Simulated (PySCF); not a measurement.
NMR problem set

Gas phase, rapidly exchanging positions averaged, a single conformation, non-relativistic. Geometry: GFN2-xTB; shieldings: GIAO PBE0/pcSseg-1; PySCF.

Referencing at the same level of theory: 1H (31.72 ppm) and 13C (186.93 ppm) vs TMS. Splittings of carbon signals by F and P are missing where no couplings were computed. Where no couplings were computed, multiplicities follow the n + 1 count of equivalent neighbours, and m marks all less simple cases (inequivalent or close neighbours, rings, F or P nearby). Shifts are as computed. Against solution values, carbons near 30 ppm lie about +3 ppm off and those near 130 ppm about +5 ppm. Of 1211 compounds with measured shifts, 218 miss one by over three times the rms of a fit or turn the order of signals round; such compounds aren't used in these exercises.

(1) C8H12F2O. 1H NMR (400 MHz, computed): δ 2.78 (m, 2H), 2.26 (m, 2H), 1.62 (m, 1H), 1.29 (m, 1H), 0.93 (d, 6H). 13C{1H} NMR (computed): δ 175.5 (C), 88.3 (C), 42.1 (CH2), 41.5 (CH), 33.3 (CH), 21.0 (CH3). What is it?

(2) C5H5O2P. 1H NMR (500 MHz, computed): δ 9.98 (m, 1H), 8.00 (m, 1H), 2.63 (m, 3H). 13C{1H} NMR (computed): δ 201.9 (C), 184.0 (CH), 155.6 (CH), 154.8 (C), 15.4 (CH3). Identify the compound.

## Answers

(1) SMILES CC(C)[C@H]1C[C@](F)(C(=O)F)C1. The formula gives 2 degrees of unsaturation (1 ring in the answer). 6 carbon signals for 8 carbons: some carbons are equivalent by symmetry or fast rotation. Carbon types of the structure: 2 × C, 2 × CH, 2 × CH2, 2 × CH3, which accounts for all hydrogens. δC 175.5: carbonyl carbon. δC 88.3: fully substituted sp3 carbon bonded to F, α to a carbonyl; deshielded by the electronegative neighbour. δC 33.3: sp3 CH in a ring; aliphatic region, no heteroatom directly attached. δC 21.0: methyl carbon; a saturated carbon with 1 carbon neighbour and no heteroatom attached.

The data come from this structure; uniqueness wasn't tested.

(2) SMILES Cc1coc(C=O)p1. 5 carbon signals for 5 carbons: no two carbons are equivalent. Carbon types of the structure: 2 × C, 2 × CH, 1 × CH3, which accounts for all hydrogens. δC 201.9: substituted aromatic carbon next to the ring oxygen. δC 184.0: aldehyde carbonyl carbon; low-lying n→π* states of the double bond to the heteroatom give a large paramagnetic term (-239 ppm). δC 155.6: aromatic CH next to the ring oxygen. δH 9.98: hydrogen on an aldehyde carbonyl carbon; deshielded by the polar, anisotropic C=O bond.

This is the structure that produced the data.
